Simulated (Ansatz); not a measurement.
CH5AlF2Si can be A, `C[SiH2][Al]([F])[F]`, or B, `[CH3][Al]([F])[SiH2]F`.

Computed with Ansatz on PBE0-D4/def2-TZVP structures; ΔE is electronic, products minus reactants. CCSD(T)/CBS adds triple-zeta CCSD(T) − MP2 to the extrapolated MP2 energy (def2 sets, frozen cores). Functionals use def2-TZVPP. B3LYP here is the variant with VWN-RPA as its local correlation; programs differ in this. One conformer a species, not always the lowest.

Task: Which is lower in electronic energy at CCSD(T)/CBS, and by how much? (Estimate.)

Result: The calculation gave: A, by 69.2 kJ/mol.

Task: Give E(B) − E(A) in kJ/mol with HF/def2-TZVPP, B3LYP, ωB97M-V, MP2/def2-TZVPP, B2PLYP, CCSD/def2-TZVPP, PBE0-D4. (Best estimate.)

Result: The calculation gave: HF/def2-TZVPP 60.9, B3LYP 64.2, ωB97M-V 66.3, MP2/def2-TZVPP 72.3, B2PLYP 67.3, CCSD/def2-TZVPP 69.0, PBE0-D4 68.4. None reverses the order clearly.

Largest T1 diagnostic: 0.013.

In def2-TZVPP, CCSD(T) changes the Hartree–Fock value by +9.2 kJ/mol (the triples alone add +1.1 kJ/mol) and MP2 by +11.4 kJ/mol.
